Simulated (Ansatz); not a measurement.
Be₂S, relaxed as a singlet with RKS PBE0-D4/def2-TZVP in Ansatz, starting from the GFN2-xTB geometry. Force threshold 0.02 eV/Å.

The restricted singlet is unstable: a solution with broken spin symmetry lies lower. The structure comes from a short search, and lower isomers may exist.

Start:

```
atom   x (Å)   y (Å)   z (Å)
 Be1   0.710   0.738  -0.362
 Be2   0.176  -1.010  -0.360
  S3  -0.886   0.273   0.721
```

Estimate the energy that the relaxation releases and the steps that it takes.

11.9 kJ/mol, in 5 steps; 2.4 s on 4 threads of Arm Neoverse V1 on a shared host. No frequencies were taken in this run, so the end may be a saddle point.

Does the start keep its bonding and symmetry?

By distances, no bond broke or formed. The bond that changes most is Be2–S3, from 1.99 to 1.91 Å (atoms count from 1). Point group C2v at the start, C2v at the end, both within 0.05 Å.

Predict the relaxed structure.


| atom | x (Å) | y (Å) | z (Å) |
| --- | --- | --- | --- |
| Be1 | 0.697 | 0.791 | -0.340 |
| Be2 | 0.135 | -1.047 | -0.337 |
| S3 | -0.832 | 0.255 | 0.677 |
Bond lengths (bridged metal pairs left out): 2 × Be–S 1.91 Å.
